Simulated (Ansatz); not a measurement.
Stepwise reaction of `[F][Ti]([F])([SH])[SH]` with hydrogen chloride, as a gas-phase model of exchange steps in deposition or etching. ΔE in kJ/mol; ΔG adds harmonic PBE0-D4 terms to CCSD(T)/CBS, at 1 bar.

Calculated with Ansatz (gas phase, PBE0-D4/def2-TZVP geometries, no zero-point term in ΔE). CBS: MP2 limit from def2 TZ/QZ plus the TZ coupled-cluster correction, frozen cores. This one scheme is used for every species. Functionals use def2-TZVPP. B3LYP here is the variant with VWN-RPA as its local correlation; programs differ in this. For Ti outer-core shells are correlated without core-valence functions, which leaves a few kJ/mol of doubt a bond. Scalar relativity is left out up to krypton. Each species was taken in one conformer, which may not be the lowest.

```tsv
step	reaction	PBE-D4	B3LYP-D4	ωB97M-V	CCSD(T)/CBS	ΔG(600 K)
1	`[F][Ti]([F])([SH])[SH]` + HCl → `[F][Ti]([F])([SH])[Cl]` + H₂S	-52.7	-56.8	-57.6	-53.9	-58.5
2	`[F][Ti]([F])([SH])[Cl]` + HCl → `[F][Ti]([F])([Cl])[Cl]` + H₂S	-50.7	-54.7	-56.0	-52.2	-48.1
```

**Question.** By hand: ΔE of the 2 steps together at CCSD(T)/CBS.

**Answer.** (-53.9) + (-52.2) = -106.1 kJ/mol, or -53.0 kJ/mol a step.

In ΔE the steps differ by no more than 1.7 kJ/mol. All are downhill at CCSD(T)/CBS. ΔG lies between -58.5 and -48.1 kJ/mol a step. PBE-D4 differs from CCSD(T)/CBS by 1.2 to 1.5 kJ/mol a step. Isolated molecules leave out the surface, adducts and barriers. Largest T1 diagnostic: 0.026.
